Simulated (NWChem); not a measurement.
System: PbCl₃ anion; SMILES [Cl][Pb-]([Cl])[Cl]

Not confirmed as a minimum by frequencies. def2 effective core potentials on Pb; no spin-orbit coupling.

Give the equilibrium geometry at B3LYP/def2-SVPD with def2 effective core potentials on Pb (NWChem) as an XYZ file, with the point group.

point group C3v; any orientation.
```
4

Pb     0.0000     0.0000     0.4653
Cl    -0.3360    -2.3590    -0.6958
Cl     2.2109     0.8886    -0.6958
Cl    -1.8750     1.4704    -0.6958
```
